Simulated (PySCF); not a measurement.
C3H9OSi, SMILES CO[Si](C)C, multiplicity 2.

The structure is a stationary point at PBE-D3(BJ)/def2-SVP. The isomer is the one that the SMILES or the coordinates give; other isomers of the formula were not compared. The values are those of a single conformer.

The numbers are results of PySCF 2.14.0 with PBE-D3(BJ)/def2-SVP, not measurements.

Frequencies are harmonic and unscaled.

Computed vibrational spectrum:
```json
[
 {"mode": "1", "ν (cm⁻¹)": "69", "IR (km/mol)": "0.9", "moving atoms (share of kinetic energy)": "H 79 %, C 14 %"},
 {"mode": "2", "ν (cm⁻¹)": "93", "IR (km/mol)": "2.4", "moving atoms (share of kinetic energy)": "H 54 %, C 24 %, O 18 %"},
 {"mode": "3", "ν (cm⁻¹)": "117", "IR (km/mol)": "0.0", "moving atoms (share of kinetic energy)": "H 98 %"},
 {"mode": "4", "ν (cm⁻¹)": "142", "IR (km/mol)": "0.2", "moving atoms (share of kinetic energy)": "H 90 %"},
 {"mode": "5", "ν (cm⁻¹)": "152", "IR (km/mol)": "2.9", "moving atoms (share of kinetic energy)": "C 48 %, H 31 %, O 11 %, Si 11 %"},
 {"mode": "6", "ν (cm⁻¹)": "188", "IR (km/mol)": "0.3", "moving atoms (share of kinetic energy)": "C 47 %, H 37 %, Si 8 %"},
 {"mode": "7", "ν (cm⁻¹)": "258", "IR (km/mol)": "6.2", "moving atoms (share of kinetic energy)": "Si 33 %, H 28 %, O 26 %, C 13 %"},
 {"mode": "8", "ν (cm⁻¹)": "292", "IR (km/mol)": "5.5", "moving atoms (share of kinetic energy)": "O 36 %, C 29 %, H 23 %, Si 13 %"},
 {"mode": "9", "ν (cm⁻¹)": "595", "IR (km/mol)": "2.5", "moving atoms (share of kinetic energy)": "C 57 %, H 19 %, Si 13 %, O 11 %"},
 {"mode": "10", "ν (cm⁻¹)": "650", "IR (km/mol)": "4.2", "moving atoms (share of kinetic energy)": "H 71 %, C 24 %"},
 {"mode": "11", "ν (cm⁻¹)": "684", "IR (km/mol)": "2.5", "moving atoms (share of kinetic energy)": "H 65 %, C 27 %, Si 9 %"},
 {"mode": "12", "ν (cm⁻¹)": "701", "IR (km/mol)": "21.3", "moving atoms (share of kinetic energy)": "H 34 %, C 23 %, O 23 %, Si 20 %"},
 {"mode": "13", "ν (cm⁻¹)": "750", "IR (km/mol)": "71.0", "moving atoms (share of kinetic energy)": "H 42 %, Si 32 %, C 26 %"},
 {"mode": "14", "ν (cm⁻¹)": "795", "IR (km/mol)": "63.1", "moving atoms (share of kinetic energy)": "H 53 %, Si 22 %, C 18 %"},
 {"mode": "15", "ν (cm⁻¹)": "827", "IR (km/mol)": "83.6", "moving atoms (share of kinetic energy)": "H 58 %, C 22 %, Si 18 %"},
 {"mode": "16", "ν (cm⁻¹)": "1116", "IR (km/mol)": "176.8", "moving atoms (share of kinetic energy)": "O 39 %, C 35 %, H 25 %"},
 {"mode": "17", "ν (cm⁻¹)": "1133", "IR (km/mol)": "0.5", "moving atoms (share of kinetic energy)": "H 76 %, C 19 %"},
 {"mode": "18", "ν (cm⁻¹)": "1166", "IR (km/mol)": "98.3", "moving atoms (share of kinetic energy)": "H 52 %, C 24 %, O 23 %"},
 {"mode": "19", "ν (cm⁻¹)": "1193", "IR (km/mol)": "16.4", "moving atoms (share of kinetic energy)": "H 78 %, C 21 %"},
 {"mode": "20", "ν (cm⁻¹)": "1202", "IR (km/mol)": "17.3", "moving atoms (share of kinetic energy)": "H 80 %, C 20 %"},
 {"mode": "21", "ν (cm⁻¹)": "1367", "IR (km/mol)": "3.8", "moving atoms (share of kinetic energy)": "H 95 %"},
 {"mode": "22", "ν (cm⁻¹)": "1372", "IR (km/mol)": "3.7", "moving atoms (share of kinetic energy)": "H 95 %"},
 {"mode": "23", "ν (cm⁻¹)": "1376", "IR (km/mol)": "2.7", "moving atoms (share of kinetic energy)": "H 96 %"},
 {"mode": "24", "ν (cm⁻¹)": "1386", "IR (km/mol)": "10.6", "moving atoms (share of kinetic energy)": "H 96 %"},
 {"mode": "25", "ν (cm⁻¹)": "1419", "IR (km/mol)": "3.7", "moving atoms (share of kinetic energy)": "H 94 %"},
 {"mode": "26", "ν (cm⁻¹)": "1422", "IR (km/mol)": "10.3", "moving atoms (share of kinetic energy)": "H 96 %"},
 {"mode": "27", "ν (cm⁻¹)": "1424", "IR (km/mol)": "13.8", "moving atoms (share of kinetic energy)": "H 91 %"},
 {"mode": "28", "ν (cm⁻¹)": "2909", "IR (km/mol)": "93.8", "moving atoms (share of kinetic energy)": "H 97 %"},
 {"mode": "29", "ν (cm⁻¹)": "2958", "IR (km/mol)": "4.6", "moving atoms (share of kinetic energy)": "H 97 %"},
 {"mode": "30", "ν (cm⁻¹)": "2965", "IR (km/mol)": "4.9", "moving atoms (share of kinetic energy)": "H 97 %"},
 {"mode": "31", "ν (cm⁻¹)": "2976", "IR (km/mol)": "48.4", "moving atoms (share of kinetic energy)": "H 90 %, C 10 %"},
 {"mode": "32", "ν (cm⁻¹)": "3030", "IR (km/mol)": "30.0", "moving atoms (share of kinetic energy)": "H 91 %, C 9 %"},
 {"mode": "33", "ν (cm⁻¹)": "3057", "IR (km/mol)": "3.6", "moving atoms (share of kinetic energy)": "H 91 %, C 9 %"},
 {"mode": "34", "ν (cm⁻¹)": "3064", "IR (km/mol)": "4.1", "moving atoms (share of kinetic energy)": "H 91 %, C 9 %"},
 {"mode": "35", "ν (cm⁻¹)": "3078", "IR (km/mol)": "3.8", "moving atoms (share of kinetic energy)": "H 91 %, C 9 %"},
 {"mode": "36", "ν (cm⁻¹)": "3088", "IR (km/mol)": "2.3", "moving atoms (share of kinetic energy)": "H 91 %, C 9 %"}
]
```
